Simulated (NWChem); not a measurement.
System: AlIF$_{2}$; SMILES [F][Al]([F])[I]

Here is an NWChem input.

```
start job
memory heap 200 mb stack 900 mb global 1100 mb
geometry units angstroms noautosym nocenter noautoz
  Al     0.000000     0.000000     1.376712
  F      0.000000    -1.414453     2.226218
  F      0.000000     1.414453     2.226218
  I      0.000000     0.000000    -1.051512
end
basis spherical
  * library def2-svpd
end
ecp
  I library def2-ecp
end
dft
  xc b3lyp
  iterations 150
end
property
  response 1 0.0773
end
task dft property
```

Geometry: optimised at PBE0/def2-SVP. B3LYP is NWChem's, with the RPA form of VWN correlation. def2 effective core potentials on I; no spin-orbit coupling.

Field at 589 nm.

Problem. Predict the main results of this run. (B3LYP/def2-SVPD with def2 effective core potentials on I.) Quantities: isotropic polarisability (bohr³); anisotropy (bohr³).

Solution. 
```yaml
isotropic polarisability (bohr³): 58.4
anisotropy (bohr³): 19.5
```
